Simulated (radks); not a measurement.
Question: These are the eigenvalues of the occupied orbitals of an atom or ion with whole-number occupations (eV). Calculated with a radial shooting solver on a logarithmic mesh with Libxc functionals: Dirac Kohn-Sham, PBE, spin-unpolarised, spherical densities, finite nucleus; Fermi nuclear charge, rms radius of each element as measured or else 0.836 A^(1/3) + 0.57 fm.

1s1/2: -13352.62
2s1/2: -1771.076
2p1/2: -1598.796
2p3/2: -1551.282
3s1/2: -276.4191
3p1/2: -216.4867
3p3/2: -209.6410
3d3/2: -105.6815
3d5/2: -104.5900
4s1/2: -54.1935
4p1/2: -40.3766
4p3/2: -39.6452

Which element is it, and in what charge state? The configuration may be excited. Open shells, if any, are shared by 2j + 1.

Answer: Z = 35, bromine, charge +3: Br3+ in [Ar] 3d10 4s2 4p2. The list shows which subshells hold electrons but not how many an open one holds; the 1s level, -490.7 hartree, gives Z - s = 31.3 by -(Z - s)^2/2, which with screening and relativity narrows Z to a few neighbours, and the depths of the outer levels then fix element, charge and occupations together.
